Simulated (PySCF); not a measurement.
Charge-transfer reorganisation: SMILES Nc1csc2ccsc12, C6H5NS2

Cartesian coordinates in Å; atom numbers follow the order of the lines, from 1:
```xyz
14

N    -2.131    1.129    0.134
C    -1.117    0.339   -0.385
C    -1.104   -0.292   -1.608
S     0.381   -1.126   -1.955
C     1.033   -0.661   -0.427
C     2.263   -0.870    0.258
C     2.260   -0.243    1.475
S     0.790    0.612    1.803
C     0.128    0.118    0.285
H    -3.022    1.048   -0.345
H    -2.242    1.071    1.143
H    -1.910   -0.309   -2.343
H     3.106   -1.450   -0.122
H     3.061   -0.228    2.216
```

Theory: UKS PBE0/def2-SV(P) four-point reorganisation energy, gas phase in PySCF 2.14.0. Geometry: PBE0/def2-SV(P).

Problem. What is the inner reorganisation energy for hole transfer, with the ionisation energy?

Solution. λ = 0.359 (surface of the oxidised species) + 0.231 (surface of the starting species) = 0.590 eV. The ionisation energy is 7.37 eV vertical and 7.01 eV adiabatic without zero-point energy; at the relaxed geometry of the oxidised species the two energies differ by 6.78 eV. Largest bond changes: N1–C2 1.387 → 1.331 Å, C2–C3 1.376 → 1.432 Å, C3–S4 1.738 → 1.688 Å, S4–C5 1.726 → 1.753 Å, C7–S8 1.732 → 1.711 Å. ⟨S²⟩ of the relaxed oxidised species 0.758.
